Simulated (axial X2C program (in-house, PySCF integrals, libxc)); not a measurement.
# Potential curves of GeN⁻, 2c

Computed with an in-house all-electron X2C program for linear molecules (integrals from PySCF). Two-component (2c) means X2C with spin–orbit coupling and atomic mean-field two-electron Coulomb and Gaunt terms. Basis: Ge dyall-acv3z [10s10p8d5f1g], N dyall-av3z [7s7p3d2f] (cores contracted in-house); Gaussian nuclei, density fitting, unrestricted open shells. Masses: Ge 73.921 u, N 14.003 u.

State: Ω = 0 (closed shell). Energies in eV from the fragments at the same level (Ge- + N). Fits are polynomials in 1 − R0/R over 0.85 to 1.23 times the lowest point R0.

| R (Å) | PBE0 | r2SCAN |
| --- | --- | --- |
| 1.4503 | -3.3348 | -3.3833 |
| 1.5170 | -4.1905 | -4.2478 |
| 1.5670 | -4.5593 | -4.6252 |
| 1.6170 | -4.7502 | -4.8263 |
| 1.6670 | -4.8025 | -4.8903 |
| 1.7253 | -4.7301 | -4.8332 |
| 1.7837 | -4.5506 | -4.6708 |
| 1.8587 | -4.2106 | -4.3549 |
| 1.9504 | -3.6898 | -3.8665 |
| 2.0838 | -2.8343 | -3.0620 |

One determinant describes the state; a PBE0 search over occupations chose it and may have missed a lower one. Closed shells are restricted here (equal orbitals for both partners); the stretched side of such a curve lies too high. De is counted from the lowest determinant-based energies of the atoms at the same level, without counterpoise correction. The functionals have no current-density term, which raises determinants with orbital currents, atoms included. The highest occupied level of some functionals is positive through self-interaction error; at Hartree–Fock it is bound.

(1) Fit the PBE0 curve near its minimum: give the equilibrium distance, the harmonic wavenumber and the well depth.

(2) What are Re, ωe and De at the r2SCAN level?

Answers

(1) At PBE0, 2c: Re = 1.664 Å, ωe ≈ 1000 cm⁻¹, De = 4.80 eV to Ge- + N; Be follows as 0.517 cm⁻¹.

(2) At r2SCAN, 2c: Re = 1.670 Å, ωe ≈ 978 cm⁻¹, De = 4.89 eV to Ge- + N; Be follows as 0.513 cm⁻¹.
